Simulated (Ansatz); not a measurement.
Cartesian coordinates (Å):
```xyz
8

C     -0.7588    -0.5330    -0.3066
C      0.4616     0.3552    -0.2579
C      1.0618     0.7108     0.8586
O      1.5944     1.0254     1.8572
H     -1.0713    -0.8362     0.7007
H     -0.5596    -1.4481    -0.8848
H     -1.6074    -0.0145    -0.7784
H      0.9010     0.7447    -1.1780
```
Charge 0, multiplicity 1.

Method: frozen-core CCSD(T)/cc-pVTZ // PBE-D3(BJ)/def2-TZVP in Ansatz (a program for electronic structure).

```
Item                            Value
----------------------  -------------
HF energy               -190.82904 Ha
MP2 correlation energy    -0.71456 Ha
```

### Question
Estimate the CCSD correlation energy, the (T) correction, the total energy and the T1 diagnostic.

### Answer

The CCSD correlation energy comes out as -0.73276 Ha. The (T) correction is -0.03427 Ha and the CCSD(T) total energy is -191.59607 Ha. The T1 diagnostic is 0.015.
